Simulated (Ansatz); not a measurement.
Consider the ligand exchange at the Sn–C bond: `C[CH2][SnH]([F])[F]` + `O[SiH3]` → `[F][SnH]([F])[O][SiH3]` + `CC`.

Calculated with Ansatz (gas phase, PBE0-D4/def2-TZVP geometries, no zero-point term in ΔE). CCSD(T)/CBS adds triple-zeta CCSD(T) − MP2 to the extrapolated MP2 energy (def2 sets, frozen cores). This one scheme is used for every species. def2 core potentials past Kr. For Sn outer-core shells are correlated without core-valence functions, which leaves a few kJ/mol of doubt a bond. One conformer a species, not always the lowest.

```csv
species,CCSD(T)/CBS(def2) energy (Eh)
`C[CH2][SnH]([F])[F]`,-493.39757
`O[SiH3]`,-366.69042
`[F][SnH]([F])[O][SiH3]`,-780.38706
`CC`,-79.71954
```

Q: Work out ΔE.

A: ΔE = (-780.38706) + (-79.71954) − (-493.39757) − (-366.69042) = -0.01861 Eh = -11.7 kcal/mol.

Q: What do rigid-rotor, harmonic-oscillator terms from PBE0-D4/def2-TZVP frequencies (298.15 K, 1 bar) make of the CCSD(T)/CBS value? (Estimate.)

A: The calculation gave: ΔZPE = +0.3 kcal/mol, ΔH = -11.3 kcal/mol, ΔS = -3 J/(mol·K), ΔG = -11.1 kcal/mol. Modes under 50 cm⁻¹ make the entropy rough.

Largest T1 diagnostic among the species: 0.014.

In def2-TZVPP, CCSD(T) changes the Hartree–Fock value by +4.9 kcal/mol (the triples alone add +0.3 kcal/mol) and MP2 by +5.5 kcal/mol. Leaving LDA and LC-ωPBE aside and taking each functional with its dispersion term where it has one, the values, not all of them listed here, spread over 4.5 kcal/mol, from B97M-V to PBE-D4. LDA lies +1.8 kcal/mol from PBE without D4.
